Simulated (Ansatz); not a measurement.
`F[Si](F)(Cl)[SiH2]Cl`, charge 0, multiplicity 1.

Task: Give a relaxed structure at PBE0-D4/def2-TZVP (the Gaussian-basis code of Ansatz). (An estimate is asked.)

Result: Ansatz gave: 
Z-matrix (Å, degrees):
```
Si
F 1 1.582
Cl 1 2.032 2 108.2
F 1 1.582 2 106.9 3 -116.2
Si 1 2.334 2 111.6 3 121.6
Cl 5 2.051 1 108.8 2 59.8
H 5 1.482 1 109.5 2 -59.6
H 5 1.482 1 109.5 2 179.3
```
Point group Cs.
